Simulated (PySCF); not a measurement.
## Unknown compound

The spectra below were simulated for a compound C5H10OSi2.

$^{1}$H NMR (300 MHz, computed): δ 6.73 (t, 1H), 4.35 (q, 2H), 3.48 (t, 3H), 2.98 (m, 2H), 2.91 (s, 2H).

$^{13}$C{$^{1}$H} NMR (computed): δ 221.3, 150.3, 142.6, 49.9, 48.0.

Theoretical values (PySCF 2.14.0 with density-fitted response routines): NMR shieldings at PBE0/pcSseg-1/GIAO, geometry from GFN2-xTB. No solvent model, no relativistic terms, one conformer, equivalent nuclei averaged.

References, each an isolated molecule treated in the same way: TMS for $^{1}$H (σ = 31.72 ppm), $^{13}$C (σ = 186.93 ppm).

Q: Deduce the structure.

A: 
1. Rings plus π bonds: 3 (1 ring in the answer).
2. 5 carbon signals for 5 carbons: no two carbons are equivalent.
3. Carbon types of the structure: 2 × C, 1 × CH, 2 × CH2, leaving 5 H on heteroatoms.
4. δC 221.3: ketone carbonyl carbon; the double bond to the heteroatom, with no lone-pair donor beside it, deshields it most.
5. δC 150.3: alkene CH; an sp2 carbon of a C=C bond.
6. δC 142.6: fully substituted alkene carbon; an sp2 carbon of a C=C bond.
7. δC 49.9, 48.0: sp3 CH2 α to a carbonyl; the adjacent C=O deshields it moderately.
8. δH 6.73: hydrogen on an alkene CH; attached to an sp2 carbon and in the plane of the double bond.
9. δH 3.48: hydrogen on a silicon bonded to Si.
10. δH 2.98, 2.91: hydrogen on an sp3 CH2 α to a carbonyl; α to C=O.

Structure: `O=C1CC=C([SiH2][SiH3])C1`.

The data come from this structure; uniqueness wasn't tested.

Shifts are as computed. Against solution values, carbons near 30 ppm lie about +3 ppm off and those near 130 ppm about +5 ppm. Of 1211 compounds with measured shifts, 218 miss one by over three times the rms of a fit or turn the order of signals round; such compounds aren't used in these exercises. Multiplicities follow the n + 1 count of equivalent neighbours, as no J values were calculated; m marks all less simple cases, F and P coupling included.
